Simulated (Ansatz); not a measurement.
A made-up structure of CH₂GaS (charge +1), singlet:

```xyz
5
angstrom
S 0.7633 -0.5991 0.6089
C 1.7577 -1.3773 1.4009
Ga -0.6386 0.5003 -0.5091
H -1.8098 -0.4432 -0.8248
H -0.0726 1.9193 -0.6759
```

It is relaxed with PBE-D4/def2-SVP and then PBE0-D4/def2-TZVP (Ansatz 0.2.0). Atoms count as bonded within 1.22 times the sum of their covalent radii (H–H: 0.88 Å). The end point is not checked to be a true minimum.

(1) Does its bonding change? (A judgement: the text doesn't fix the answer.)

Answers

(1) By the calculation: Yes. Formed: C2–Ga3; broken: S1–Ga3.

Where it ends: The first stage lowers the energy by 3.15 eV in 28 steps. It ends as CH₂GaS ([S][C][GaH2]), total charge +1:
S1  (1.293, -1.216, 1.949)
C2  (0.562, -0.529, 0.847)
Ga3  (-0.470, 0.442, -0.708)
H4  (-1.575, -0.513, -1.184)
H5  (0.190, 1.816, -0.903)
(Å)

Labels in which every atom is bracketed show which atoms are joined, not bond orders.

For scale, one of the runs: PBE0-D4/def2-TZVP relaxation, 128 basis functions, launched by `ansatz run in.yaml --threads 2 --pin off --events-out ev --progress --plain --max-ram 4352MiB`. The run took about 14 s on 2 CPU threads of an Arm Neoverse V2 (shared host).
